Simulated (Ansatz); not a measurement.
Program: Ansatz. Geometries: PBE0-D4/def2-TZVP. ΔE: electronic, gas phase. CCSD(T)/CBS adds triple-zeta CCSD(T) − MP2 to the extrapolated MP2 energy (def2 sets, frozen cores). This one scheme is used for every species. Each species was taken in one conformer, which may not be the lowest.

`COC(=O)CC#N` + ethane → `CCCC(=O)OC` + `C#N`  (formal exchange of groups at a C–C bond)

```json
{"species": "`COC(=O)CC#N`", "CCSD(T)/CBS(def2) energy (Eh)": "-360.24681"}
{"species": "`CC`", "CCSD(T)/CBS(def2) energy (Eh)": "-79.71954"}
{"species": "`CCCC(=O)OC`", "CCSD(T)/CBS(def2) energy (Eh)": "-346.64202"}
{"species": "`C#N`", "CCSD(T)/CBS(def2) energy (Eh)": "-93.32098"}
```

**Question.** Work out ΔE.

**Answer.** ΔE = (-346.64202) + (-93.32098) − (-360.24681) − (-79.71954) = 0.00335 Eh = +0.09 eV.

Largest T1 diagnostic among the species: 0.015.

The D4 term adds −0.04 eV with B3LYP and −0.02 eV with PBE0; it sums over pairs of atoms, weighted by their polarisabilities, and B3LYP, whose exchange is more repulsive, gets the larger term. From PBE to PBE0 (25 % exact exchange), in def2-TZVPP and without D4, ΔE moves by −0.03 eV. In def2-TZVPP, CCSD(T) changes the Hartree–Fock value by −0.08 eV (the triples alone add −0.00 eV) and MP2 by −0.05 eV.

B3LYP here is the variant with VWN-RPA as its local correlation; programs differ in this.
